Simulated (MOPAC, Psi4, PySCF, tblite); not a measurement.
Approach curve of the dimer HF ··· BF3 (SMILES F and FB(F)F), singlet. Monomers: optimised at B3LYP-D3(BJ) (def2-TZVP), held rigid. Orientation: lowest of the rigid-body minima from ten starts at GFN2-xTB (searched outside a hard wall at short contacts). Only R, the distance of the centres of mass, is varied, so the lowest point isn't the relaxed dimer. The shortest distances reach bonding range, where SAPT0 and rigid monomers are unreliable.

Methods: RKS-LDA (SVWN5)/6-31G* = restricted LDA (SVWN5)/6-31G*, spherical d, no counterpoise correction (PySCF); GFN2-xTB (tblite); AM1, restricted, heats of formation (MOPAC); SAPT0/jun-cc-pVDZ, frozen core (Psi4).

Interaction energies in kcal/mol; the last columns give the difference from SAPT0:

```tsv
R / Å	RKS-LDA (SVWN5)/6-31G*	GFN2-xTB	AM1	SAPT0/jun-cc-pVDZ	RKS-LDA (SVWN5)/6-31G* − SAPT0/jun-cc-pVDZ	GFN2-xTB − SAPT0/jun-cc-pVDZ	AM1 − SAPT0/jun-cc-pVDZ
1.77	-3.27	10.15	2.53	15.24	-18.51	-5.09	-12.71
2.01	-11.49	-0.18	-2.85	2.81	-14.30	-2.98	-5.66
2.20	-12.54	-2.84	-2.40	-1.20	-11.34	-1.63	-1.20
2.39	-11.51	-3.34	-1.12	-2.77	-8.74	-0.57	1.65
2.62	-9.35	-2.96	-0.34	-3.14	-6.21	0.18	2.80
2.78	-7.82	-2.58	-0.19	-2.96	-4.86	0.39	2.77
3.09	-5.27	-1.94	-0.25	-2.32	-2.95	0.38	2.08
3.41	-3.22	-1.47	-0.34	-1.68	-1.54	0.21	1.33
3.93	-1.17	-0.97	-0.35	-0.97	-0.21	0.00	0.62
4.57	-0.35	-0.60	-0.24	-0.52	0.17	-0.07	0.28
5.59	-0.12	-0.30	-0.12	-0.23	0.10	-0.07	0.10
6.93	-0.05	-0.14	-0.05	-0.09	0.05	-0.05	0.04
```

RKS-LDA (SVWN5)/6-31G* is furthest from SAPT0/jun-cc-pVDZ at 1.77 (-18.51 kcal/mol, below); its mean absolute difference over the points is 5.75 kcal/mol.

GFN2-xTB is furthest from SAPT0/jun-cc-pVDZ at 1.77 (-5.09 kcal/mol, below); its mean absolute difference over the points is 0.97 kcal/mol.

AM1 is furthest from SAPT0/jun-cc-pVDZ at 1.77 (-12.71 kcal/mol, below); its mean absolute difference over the points is 2.60 kcal/mol.
